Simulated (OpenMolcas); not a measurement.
# Ge II: RASPT2 settings compared

```
Program             : OpenMolcas
Basis               : ANO-R3 [7s6p5d4f2g]
Scalar Hamiltonian  : X2C, finite nucleus
Active space        : 3 electrons in 9 orbitals (RAS2 4s 4p; RAS3 4d, at most 2 electrons)
State averaging     : 2S+1 = 4 odd, 1 root (0 in the spin-orbit step); 2S+1 = 2 odd, 3 roots; 2S+1 = 4 even, 3 roots; 2S+1 = 2 even, 9 roots
Spin-orbit coupling : RASSI with atomic mean-field integrals over the reference wave functions, term energies averaged over their components
```

Methods on the same reference wave functions:
A. RASSCF
B. SS-RASPT2, IPEA 0.75 Eh, no level shift (closed shells correlated: 3d)
C. SS-RASPT2, IPEA 0.4 Eh, real shift 0.25 Eh (closed shells correlated: 3d)
D. XMS-RASPT2, IPEA 0.6 Eh, imaginary shift 0.5 Eh (closed shells correlated: 3s 3p 3d)

Energies in cm-1 above 4s2 4p 2P* 1/2, the measured ground level; measured values from NIST Handbook of Basic Atomic Spectroscopic Data.

```csv
Level,A,B,C,D,Measured
4s2 4p 2P* 1/2,0.0,0.0,0.0,0.0,0.0
4s2 4p 2P* 3/2,1648,1648,1648,1648,1767
4s 4p2 4P 1/2,46691,51070,50940,51450,51576
4s 4p2 4P 3/2,47289,51680,51540,52050,52291
4s 4p2 4P 5/2,48212,52600,52460,52970,53367
4s 4p2 2D 3/2,65434,67460,67170,67620,65016
4s 4p2 2D 5/2,65534,67570,67280,67730,65185
4s 4p2 2S 1/2,87067,86770,86290,87030,85891
4s 4p2 2P 1/2,94372,91970,91540,91900,91016
4s 4p2 2P 3/2,95317,92870,92450,92800,92123
```

Deviations, from unrounded energies. A percentage is the sum of absolute deviations over the sum of measured energies, with the sign that they share, or ± where signs differ.

```json
{"Against measurement": "mean absolute deviation (cm-1)", "Levels": "9", "A": "2600", "B": "1000", "C": "880", "D": "970"}
{"Against measurement": "fine structure of the ground term (%)", "Levels": "1", "A": "-6.8", "B": "-6.8", "C": "-6.8", "D": "-6.8"}
{"Against measurement": "other configurations (%)", "Levels": "8", "A": "±4.2", "B": "±1.7", "C": "±1.4", "D": "±1.5"}
```

C lies closest to measurement on these levels and A furthest from it. The largest miss of C in the table is 4s 4p2 2D 3/2, by +2200 cm-1. The ranking rests on the paired levels alone, and a cruder setting can come out closer through cancelling errors.

Among B to D the level of the table that moves most is 4s 4p2 2S 1/2, by 740 cm-1 (lowest in C, highest in D). Moves below CASPT2's spread within the term are not significant.

The mean deviations of B to D differ by less than CASPT2's widest spread within a term (330 cm-1), so their order carries little weight.

The lowest spin-free term lies below A's lowest term by 0.503 hartree in B, 0.504 hartree in C, 0.880 hartree in D.

CASPT2 breaks the degeneracy within a term, and the mean is taken; among the terms shown or strongly mixed into the levels shown the widest spread is 330 cm-1 (4s 4p2 2D, D). Some high roots are left out of the spin-orbit mixing, which shifts the levels that they would mix with. Active for correlation alone: 4d; no level in the range computed is led by a configuration that fills it, so any true level of that kind is missing. Some terms mix strongly with configurations of 4d, whose occupation reaches 0.20 (4s 4p2 2D). Without dynamic correlation excited terms often stand tens of per cent too high (terms of higher spin than the ground term too low), and those without a measured partner can miss by more than the paired ones (holds for A). Measured partners are found by configuration, term and J. A level has none where our copy of the source lacks it or the pairing is in doubt (some pairs that miss far off the trend of their configuration count as doubtful), and it then counts in no deviation. Levels of configurations outside the active space are missing.

* marks odd parity.
